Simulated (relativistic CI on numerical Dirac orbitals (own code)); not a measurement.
## Bi³⁺: calculation against measurement

Method of calculation: Dirac-Coulomb-Breit CI, separate exchange-only KLI orbitals for each configuration, a model potential for QED, valence Slater integrals scaled by 0.85, P86 correlation estimate, and configurations built on the next ion tied to the tabulated ionisation energy (semi-empirical) (own radial code, finite nucleus).

Configuration list (outside the closed core [Xe] 4f14): 5d10 6s2, 5d10 6s 6d, 5d10 6s 7s, 5d10 6s 7p, 5d10 6s 6p, 5d10 6s 7d, 5d10 6s 8s, 5d10 6s 6f, 5d10 6s 7f, 5d10 6p2, 5d10 6d2, 5d10 5f2, 5d8 6s2 6p2, 5d10 6p 6d, 5d10 6s 5f, 5d9 6s2 5f, 5d9 6s2 6p, 5d9 6s 6p2, 5d10 5f 6p, 5d10 6f2, 5d9 6s2 5g, 5d10 6s 8p, 5d10 5g2, 5d10 6s 5g. Levels of other configurations are missing.

| Configuration | Term (tabulated) | J | Measured (cm⁻¹) | Computed | Error | Purity (%) |
| --- | --- | --- | --- | --- | --- | --- |
| 5d10 6s2 | 1S | 0 | 0.0 | 0 | 0 | 98 |
| 5d10 6s 6p | 3P° | 0 | 70968.0 | 78151 | 7183 | 100 |
| 5d10 6s 6p | 3P° | 1 | 75926.0 | 83372 | 7446 | 92 |
| 5d10 6s 6p | 3P° | 2 | 96423.0 | 102978 | 6555 | 99 |
| 5d10 6s 6p | 1P° | 1 | 114602.0 | 123482 | 8880 | 89 |
| 5d10 6p2 | 3P | 0 | 166552.0 | 166101 | -451 | 83 |
| 5d10 6p2 | 3P | 1 | 185014.0 | 182597 | -2417 | 99 |
| 5d10 6s 6d | 3D | 1 | 197151.0 | 204225 | 7074 | 98 |
| 5d10 6s 7s | 3S | 1 | 197446.0 | 204444 | 6998 | 98 |
| 5d10 6s 6d | 3D | 2 | 197829.0 | 205344 | 7515 | 90 |
| 5d10 6s 6d | 3D | 3 | 199769.0 | 206467 | 6698 | 99 |
| 5d10 6s 7s | 1S | 0 | 201581.0 | 209280 | 7699 | 96 |
| 5d10 6p2 | 3P | 2 | 202434.0 | 201958 | -476 | 55 |
| 5d10 6s 5f | 3F° | 2 | 235172.0 | 242244 | 7072 | 85 |
| 5d10 6s 8s | 3S | 1 | 266674.0 | 272963 | 6289 | 100 |
| 5d10 6s 7d | 3D | 1 | 267576.0 | 273539 | 5963 | 99 |
| 5d10 6s 7d | 3D | 2 | 267856.0 | 273820 | 5964 | 93 |
| 5d10 6s 8s | 1S | 0 | 268191.0 | 275148 | 6957 | 99 |
| 5d10 6s 7d | 3D | 3 | 268690.0 | 274533 | 5843 | 98 |
| 5d10 6s 7d | 1D | 2 | 269758.0 | 276171 | 6413 | 91 |

Measured levels from Moore, Atomic Energy Levels, vol. III, NSRDS-NBS 35 (1971 reprint of NBS Circular 467, 1958); pairs were made by configuration, J and term (by order where the table uses no LS term), so strongly mixed levels may be paired wrongly. The analysis dates from before 1960.

Mean error by configuration (cm⁻¹): 5d10 6s 6p 7516; 5d10 6p2 -1115; 5d10 6s 6d 7096; 5d10 6s 7s 7348; 5d10 6s 5f 7072; 5d10 6s 8s 6623; 5d10 6s 7d 6046. Over the excited levels the mean absolute error is 5994 cm⁻¹ (19 of the 21 excited levels that our extract of the source holds in range could be paired, and the others can miss by more), and the median relative error of those above 1,000 cm⁻¹ is 3 %.
